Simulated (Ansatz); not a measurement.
```json
{"atom": "Li", "x (Å)": "0.0000", "y (Å)": "0.0000", "z (Å)": "0.0000"}
{"atom": "S", "x (Å)": "0.0000", "y (Å)": "5.6270", "z (Å)": "0.0000"}
{"atom": "S", "x (Å)": "0.0000", "y (Å)": "-5.6270", "z (Å)": "0.0000"}
```

Basis set: pcseg-2 (spherical functions). Charge 0, multiplicity 2.

Computed with Ansatz (development build ahead of 0.2.0); each method stands on the lowest determinant of its kind that the runs found. Restricted functionals stand beside restricted open-shell atoms, which can lie above the unrestricted atoms usual in DFT and then raise those values.

(1) Give the atomization energy at this shape (free ground-state atoms in the same class of orbitals less the molecule, no zero-point energy) of doublet LiS2 by r²SCAN (unrestricted), r²SCAN (restricted open-shell).

## Answers

(1)

```json
{"method": "r²SCAN (unrestricted)", "atomization energy": "12.73 kcal/mol"}
{"method": "r²SCAN (restricted open-shell)", "atomization energy": "-14.44 kcal/mol"}
```

Caution: charge can spread falsely over distant fragments; the shape is not the minimum. Caution for r²SCAN (unrestricted): the unrestricted determinant is a mixture of spin states. Caution for r²SCAN (restricted open-shell): an unrestricted determinant lies well below.
